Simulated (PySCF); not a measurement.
PySCF input:

```python
from pyscf import gto, scf, dft

mol = gto.M(
    atom='''
    Si   -1.68246775    0.24512125   -0.00670174
    Br    0.78223203   -0.05282565   -0.00145197
    H    -1.91941233   -0.87395396   -1.03263979
    H    -1.90416020   -0.70884567    1.17728327
    ''',
    basis='def2-tzvpd',
    charge=-1,
    spin=0,
    verbose=4,
)

mf = dft.RKS(mol, xc='m062x').density_fit(auxbasis='def2-universal-jkfit')
mf.grids.level = 4
mf.conv_tol = 1e-9
mf.max_cycle = 100
mf.max_memory = 1500
mf.kernel()
if not mf.converged:
    mf = mf.newton()
    mf.kernel(mf.make_rdm1())
mf.analyze()
```

### Question
What final total energy does it print?

### Answer
-2864.93142 Eh (M06-2X/def2-TZVPD).

It need not be the lowest isomer of its formula. Whether it binds its extra electron was not tested at this geometry.
